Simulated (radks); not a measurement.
Results of a calculation; reference values are marked as such.
Spherical quantum dot in the effective-mass picture: electrons in a parabolic well V = omega^2 r^2 / 2 with omega = 1.27, all in effective atomic units (hartree* = m*/eps^2 hartree, bohr* = eps/m* bohr), one dielectric constant everywhere. Level of theory: non-relativistic Kohn-Sham, PBEsol, spin-polarised, spherical densities (a radial shooting solver with Libxc functionals). Levels are named by radial order and angular momentum (1s, 1p, 1d, 2s, ...), and open shells are averaged over m.

N = 20, configuration 1s2 1p6 1d10 2s2. This is the lowest configuration that the search found. Occupied and some empty levels:

level  occupation  eigenvalue (hartree*)  <r> (bohr*)
1s              2                 12.116        1.468
1p              6                 12.714        1.822
1d             10                 13.403        2.074
2s              2                 13.578        1.797
1f              0                 14.166        2.276
2p              0                 14.416        2.031
1g              0                 14.993        2.449

Energy (hartree*): total 171.128, kinetic 22.734, external 64.839, Hartree 93.676, exchange-correlation -10.121.
